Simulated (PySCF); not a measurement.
## Structure elucidation problem

An unknown has the formula C8H13P. Its calculated NMR data are:

¹H NMR (500 MHz, computed): δ 6.51 (m, 2H), 6.22 (m, 2H), 3.01 (m, 2H), 1.59 (m, 1H), 1.20 (m, 6H).

¹³C{¹H} NMR (computed): δ 136.9 (CH), 133.0 (CH), 33.6 (CH2), 31.9 (CH), 21.7 (CH3).

- coordinates at the GFN2-xTB level
- shieldings: GIAO PBE0/pcSseg-1
- run in PySCF 2.14
- one conformer, one averaged value for each set of equivalent atoms, gas phase, relativity neglected

Referencing at the same level of theory: ¹H and ¹³C against TMS.

What is the structure?

## Answers


5 carbon signals for 8 carbons: some carbons are equivalent by symmetry or fast rotation. Carbon types of the structure: 5 × CH, 1 × CH2, 2 × CH3, which accounts for all hydrogens. δC 136.9, 133.0: alkene CH; as expected for a trigonal carbon in a double bond. δC 33.6: allylic sp3 CH2; saturated and bonded to C and H only. δC 21.7: methyl carbon; saturated and bonded to C and H only. δH 6.51, 6.22: hydrogen on an alkene CH; a vinylic proton, deshielded by the sp2 carbon and the C=C anisotropy. δH 3.01: hydrogen on an allylic sp3 CH2; allylic position. δH 1.59: hydrogen on an sp3 CH bonded to P. δH 1.20: hydrogen on a methyl carbon.

The compound is SMILES CC(C)P1C=CCC=C1.

The shifts were computed for this structure.

Splittings by ³¹P in the carbon and heteronuclear signals aren't shown, as no couplings were computed. Shifts are as computed. Against solution values, carbons near 30 ppm lie about +3 ppm off and those near 130 ppm about +5 ppm. Of 1211 compounds with measured shifts, 218 miss one by over three times the rms of a fit or turn the order of signals round; such compounds aren't used in these exercises. Multiplicities follow the n + 1 count of equivalent neighbours, as no J values were calculated; m marks all less simple cases, F and P coupling included.
